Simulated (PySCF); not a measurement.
Computed Raman spectrum (relative Raman activity) of a molecule CH7ClSi2. Geometry: PBE0-D3(BJ)/def2-SVP. The values are those of a single conformer. Level of theory: PBE0-D3(BJ)/def2-SVP in PySCF. Frequencies are harmonic and unscaled.

Lines under 2 % of the strongest are left out, and lines within 2 cm⁻¹ are merged.

ν (cm⁻¹): 527 (w), 572 (w), 679 (vw), 701 (w), 802 (vw), 874 (w), 931 (w), 943 (w), 949 (w), 956 (w), 1369 (vw), 2229 (s), 2231 (m), 2248 (vs), 2253 (vs), 3065 (m), 3137 (m) (against the strongest line: vs over 80 %, s over 45 %, m over 15 %, w over 4 %, vw less)

**Question.** Which molecule gave these data?
A) C[Si@@H]([SiH3])Cl
B) [SiH3]C[SiH2]Cl
C) C[SiH2][SiH2]Cl

**Answer.** B, [SiH3]C[SiH2]Cl
